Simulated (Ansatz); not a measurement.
Geometry optimisation, RKS PBE0/def2-SVP in Ansatz 0.2.0.

input.yaml

```yaml
crystal:
  periodic: [false, false, false]
  atoms:
    - { symbol: Ga, position_ang: [0.0, 0.0, 0.0] }
    - { symbol: H, position_ang: [0.0, 0.0, 1.92] }
    - { symbol: H, position_ang: [1.3596, 0.0, -0.785] }
    - { symbol: H, position_ang: [-1.3596, 0.0, -0.785] }
    - { symbol: P, position_ang: [0.1083, -2.4555, 0.8167] }
    - { symbol: H, position_ang: [-0.6601, -3.2775, -0.0496] }
    - { symbol: H, position_ang: [1.4579, -2.897, 0.8134] }
    - { symbol: H, position_ang: [0.0432, -0.9792, 1.9729] }
basis:
  gaussian: { orbitals: def2-SVP }
hamiltonian:
  xc: pbe0
relax:
  f_tol: 0.15
  max_steps: 25
  restrain:
    - { distance: [0, 4], at: 3.49, k: 30.0 }
    - { distance: [7, 1], at: 1.86, k: 30.0 }
    - { distance: [0, 1], at: 1.57, k: 30.0 }
    - { distance: [7, 4], at: 1.42, k: 30.0 }
```

Command:

```bash
$ ansatz run input.yaml --threads 1 --pin off --max-ram 2048MiB --backend cpu --events-out ev --progress --plain --runs-dir out
```

Question: Where does it end, and by what steps?

Answer: The run converged. The restraints hold the end off the free minimum. After 6 steps the energy has fallen by 1.750 eV (the restraints' own energy left out); P5 moved furthest, 0.78 Å. Parted: Ga1–P5 (2.59 → 3.49 Å). Joined: P5–H8 (1.88 → 1.43 Å).

```json
{"step": "0", "energy less start (eV)": "0.0000", "largest force component (eV/Å)": "2.455", "accepted": "yes"}
{"step": "1", "energy less start (eV)": "0.2783", "largest force component (eV/Å)": "1.794", "accepted": "yes"}
{"step": "2", "energy less start (eV)": "-0.1070", "largest force component (eV/Å)": "1.881", "accepted": "yes"}
{"step": "3", "energy less start (eV)": "-0.7794", "largest force component (eV/Å)": "1.616", "accepted": "yes"}
{"step": "4", "energy less start (eV)": "-1.5068", "largest force component (eV/Å)": "0.977", "accepted": "yes"}
{"step": "5", "energy less start (eV)": "-1.7454", "largest force component (eV/Å)": "0.404", "accepted": "yes"}
{"step": "6", "energy less start (eV)": "-1.7500", "largest force component (eV/Å)": "0.390", "accepted": "yes"}
```

```xyz
8
Properties=species:S:1:pos:R:3
Ga 0.005 0.213 0.012
H -0.066 0.293 1.580
H 1.403 0.258 -0.701
H -1.322 0.076 -0.814
P 0.160 -2.989 1.383
H -0.646 -3.002 0.203
H 1.383 -2.880 0.654
H 0.033 -1.578 1.587
```

The run took 23 s on 1 thread of Arm Neoverse V1 (shared host), peak memory 0.16 GiB.
